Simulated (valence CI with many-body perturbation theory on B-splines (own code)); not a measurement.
**Cr⁹⁺: electric-dipole lines**

Level of theory: configuration interaction combined with many-body perturbation theory (CI+MBPT): five valence electrons over a frozen Dirac-Fock core [Ne], a basis of 9 s, 9 p, 8 d, 6 f, 3 g, 1 h functions for each j, with the one-electron correlation potential Σ1 (screened to all orders), the two-electron term Σ2, the three-electron term Σ3, Breit, model QED; selected single and double excitations, second order for the rest, scaled by the run's own slope (own B-spline code, finite nucleus).

No measured spectrum was set against this ion. As an estimate, levels of excited configurations hold to 0.05 to 0.15 % of their energy, terms of the ground configuration to about 0.5 %. Among the levels kept, up to 670 cm⁻¹ of a level comes from second order outside the variational space, and about a tenth of that is noise between levels of different J, which matters for small intervals.

Lines 51 to 100 of 174 in falling wavelength, among levels below 555630 cm⁻¹, chosen from the strongest by gf and those to the six lowest levels. Wavelengths and rates use the calculated energies, so an error of 200 cm⁻¹ moves a line at 39.61 nm by 0.079 % and its rate by three times that or more. Electric multipoles are in the length gauge, E1 and E2 with the static RPA response of the core. Weak lines are less certain than strong ones. Lines between different terms over intervals too small for the method are left out, as are lines whose strength nearly cancels. The highest levels of a list are the least certain.

Names give the largest LS component (configuration and term), which can be under half, so a name can repeat, a term be missing and a line seem to break the LS rules; names also repeat where a configuration has a term twice. Letters in brackets count levels of one name in rising energy.

```csv
λ vac (nm),Upper,Lower,A (s⁻¹),log gf,Branch %
39.61,3s 3p4 2D_3/2,3s2 3p3 2D°_3/2,2.37e+09,-0.65,89.5
39.59,3p5 2P°_3/2,3s 3p4 2D_5/2,3.01e+09,-0.55,52.1
39.46,3s 3p4 2D_5/2,3s2 3p3 2D°_3/2,3.70e+07,-2.29,1.5
39.44,3p5 2P°_3/2,3s 3p4 2D_3/2,5.50e+08,-1.29,9.5
38.02,3p5 2P°_1/2,3s 3p4 2D_3/2,3.02e+09,-0.88,53.3
37.59,3s2 3p2 3d 2P_3/2 [a],3s2 3p3 2P°_3/2,4.83e+08,-1.39,6.8
37.14,3s2 3p2 3d 2P_3/2 [a],3s2 3p3 2P°_1/2,2.29e+08,-1.72,3.2
37.03,3s 3p4 2P_1/2,3s2 3p3 2P°_3/2,1.76e+07,-3.14,0.2
36.59,3s 3p4 2P_1/2,3s2 3p3 2P°_1/2,2.05e+09,-1.09,26.6
35.50,3s 3p4 2S_1/2,3s2 3p3 2P°_3/2,5.36e+09,-0.69,81.5
35.10,3s 3p4 2S_1/2,3s2 3p3 2P°_1/2,9.98e+08,-1.43,15.2
34.51,3s 3p4 2D_3/2,3s2 3p3 4S°_3/2,7.09e+05,-4.30,0.0
34.39,3s 3p4 2D_5/2,3s2 3p3 4S°_3/2,3.54e+06,-3.42,0.1
34.13,3s 3p3 3d 6D°_1/2,3s 3p4 4P_3/2,1.57e+07,-3.26,82.0
34.11,3s 3p3 3d 6D°_3/2,3s 3p4 4P_3/2,4.04e+06,-3.55,24.4
34.03,3s2 3p2 3d 2P_3/2 [a],3s2 3p3 2D°_5/2,5.69e+09,-0.40,80.1
33.76,3s2 3p2 3d 2P_3/2 [a],3s2 3p3 2D°_3/2,6.83e+08,-1.33,9.6
33.42,3s 3p3 3d 6D°_3/2,3s 3p4 4P_5/2,7.76e+06,-3.28,46.8
33.39,3s 3p3 3d 6D°_5/2,3s 3p4 4P_5/2,9.13e+06,-3.04,78.9
33.35,3s 3p3 3d 6D°_7/2,3s 3p4 4P_5/2,2.63e+06,-3.46,45.1
33.31,3s2 3p2 3d 4F_3/2,3s2 3p3 2P°_3/2,6.13e+05,-4.39,0.8
33.31,3s 3p4 2P_1/2,3s2 3p3 2D°_3/2,5.61e+09,-0.73,73.0
33.05,3s2 3p2 3d 4F_5/2,3s2 3p3 2P°_3/2,5.11e+06,-3.30,10.8
32.96,3p5 2P°_3/2,3s 3p4 4P_3/2,6.73e+06,-3.36,0.1
32.95,3s2 3p2 3d 4F_3/2,3s2 3p3 2P°_1/2,9.55e+06,-3.21,11.8
32.31,3p5 2P°_3/2,3s 3p4 4P_5/2,4.11e+07,-2.59,0.7
32.07,3s 3p4 2S_1/2,3s2 3p3 2D°_3/2,1.74e+08,-2.27,2.6
31.93,3s2 3p2 3d 2F_5/2 [a],3s2 3p3 2P°_3/2,3.74e+06,-3.46,8.1
31.64,3s2 3p2 3d 4D_1/2,3s2 3p3 2P°_3/2,4.92e+07,-2.83,17.1
31.57,3s2 3p2 3d 4D_3/2,3s2 3p3 2P°_3/2,1.14e+07,-3.17,3.9
31.32,3s2 3p2 3d 4D_1/2,3s2 3p3 2P°_1/2,1.40e+07,-3.39,4.9
31.31,3s2 3p2 3d 4D_5/2,3s2 3p3 2P°_3/2,3.88e+05,-4.47,0.2
31.25,3s2 3p2 3d 4D_3/2,3s2 3p3 2P°_1/2,1.74e+06,-3.99,0.6
30.49,3s2 3p2 3d 4F_3/2,3s2 3p3 2D°_5/2,1.27e+04,-6.15,0.0
30.27,3s2 3p2 3d 4F_5/2,3s2 3p3 2D°_5/2,2.32e+07,-2.72,48.9
30.27,3s2 3p2 3d 4F_3/2,3s2 3p3 2D°_3/2,6.66e+07,-2.44,82.0
30.06,3s2 3p2 3d 4F_5/2,3s2 3p3 2D°_3/2,9.82e+06,-3.10,20.7
29.98,3s2 3p2 3d 2P_3/2 [a],3s2 3p3 4S°_3/2,1.90e+07,-2.99,0.3
29.96,3s2 3p2 3d 4F_7/2,3s2 3p3 2D°_5/2,1.43e+07,-2.81,100.0
29.62,3s 3p4 2P_1/2,3s2 3p3 4S°_3/2,9.85e+06,-3.59,0.1
29.33,3s2 3p2 3d 2F_5/2 [a],3s2 3p3 2D°_5/2,3.61e+05,-4.55,0.8
29.13,3s2 3p2 3d 2F_5/2 [a],3s2 3p3 2D°_3/2,6.99e+05,-4.27,1.5
29.10,3s2 3p2 3d 2F_7/2 [a],3s2 3p3 2D°_5/2,1.83e+07,-2.73,100.0
29.02,3s2 3p2 3d 4D_3/2,3s2 3p3 2D°_5/2,1.45e+08,-2.14,49.0
28.88,3s2 3p2 3d 4D_1/2,3s2 3p3 2D°_3/2,1.88e+08,-2.33,65.3
28.82,3s2 3p2 3d 4D_3/2,3s2 3p3 2D°_3/2,7.54e+04,-5.43,0.0
28.80,3s2 3p2 3d 4D_5/2,3s2 3p3 2D°_5/2,4.34e+07,-2.49,21.1
28.64,3s 3p4 2S_1/2,3s2 3p3 4S°_3/2,4.41e+07,-2.96,0.7
28.61,3s2 3p2 3d 4D_5/2,3s2 3p3 2D°_3/2,5.16e+05,-4.42,0.3
28.32,3s2 3p2 3d 4D_7/2,3s2 3p3 2D°_5/2,4.39e+04,-5.37,99.8
```
